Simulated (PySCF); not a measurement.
Li- (lithium, charge -1) across methods

[He] 2s2, closed-shell 1S. Computed with PySCF 2.14 in dyall-av3z, with the spin-free X2C one-electron Hamiltonian (Gaussian nucleus). The B2PLYP total includes its PT2 part (frozen core); its orbital energies are those of the SCF part.

```tsv
method	E (hartree)	mean ε 1s (eV)	mean ε 2s (eV)	Σ⟨r²⟩ (bohr²)	⟨S²⟩
B2PLYP	-7.4873	-55.765	0.192	83.07	0.000
PBEsol	-7.4163	-46.593	0.862	82.42	0.000
PBE0	-7.4860	-51.101	0.464	77.53	0.000
r2SCAN	-7.4969	-48.684	0.806	81.81	0.000
PBE	-7.4817	-47.011	0.859	81.84	0.000
wB97X-V	-7.4956	-53.341	-0.667	71.68	0.000
UHF	-7.42889	-63.204	-0.394	87.31	0.000
r2SCAN0	-7.4969	-52.308	0.438	79.68	0.000
LDA	-7.3663	-46.341	0.801	84.74	0.000
```

The highest occupied level is positive at B2PLYP, PBEsol, PBE0, r2SCAN, PBE, r2SCAN0, LDA: only the finite basis holds that electron, which in a density functional comes from self-interaction.
